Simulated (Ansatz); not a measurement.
## Ansatz (development build ahead of 0.2.0) run

```yaml
crystal:
  periodic: [false, false, false]
  atoms:
    - { symbol: B, position_ang: [-0.60623, -0.13704, 0.46078] }
    - { symbol: F, position_ang: [0.21302, -0.67317, 1.31015] }
    - { symbol: F, position_ang: [1.72691, 0.45815, -1.41154] }
    - { symbol: F, position_ang: [-1.60906, 0.33708, -0.15613] }
basis:
  gaussian: { orbitals: def2-SVP }
total_charge: 1
magnetization:
  spin_polarized: true
  initial_magnetization: 1
hamiltonian:
  xc: hf
correlation:
  method: mp2
  frozen_orbitals: { B: 1, F: 1 }
output:
  forces: true
```

The input is written out in the form of the current development build from the run's settings.

The run gave:

* Converged: yes
* Reference energy: -322.40140 hartree
* Correlation energy: -0.58070 hartree
* Total energy: -322.98210 hartree
* Spin squared of the determinant: 0.753
* Stability test: minimum

Forces (eV/Å):
| atom | Fx | Fy | Fz |
| --- | --- | --- | --- |
| B1 | 0.144 | -0.734 | 1.697 |
| F2 | -2.038 | 1.552 | -2.632 |
| F3 | -0.166 | -0.036 | 0.121 |
| F4 | 2.060 | -0.782 | 0.814 |
